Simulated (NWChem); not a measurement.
Molecule: SiNH3, singlet; SMILES N[SiH]

All runs: NWChem. Low-valent species are run as closed-shell singlets; no triplet was tried in these runs. The geometry was optimised at PBE0/def2-SVP. Level: M05-2X/def2-SVP with SMD (1 M gas to 1 M solution), gas-phase geometry. Reactions with the solvent are ignored.

| solvent | dielectric constant | solvation free energy (kcal/mol) | cavity-dispersion-structure term (kcal/mol) | dipole in solution (D) |
|---|---|---|---|---|
| water | 78.4 | -2.3 | 2.0 | 2.87 |
| benzene | 2.27 | -2.3 | -0.1 | 2.54 |
| ethylene glycol | 40.2 | … | … | 2.86 |
| diethyl ether | 4.24 | -3.3 | -0.1 | 2.69 |
| n-hexane | 1.88 | -2.0 | -0.1 | 2.48 |
| ethyl acetate | 5.99 | -3.3 | 0.2 | 2.74 |

**Question.** Complete the blanks.

**Answer.** 
- ethylene glycol, solvation free energy (kcal/mol): -2.8
- ethylene glycol, cavity-dispersion-structure term (kcal/mol): 1.4
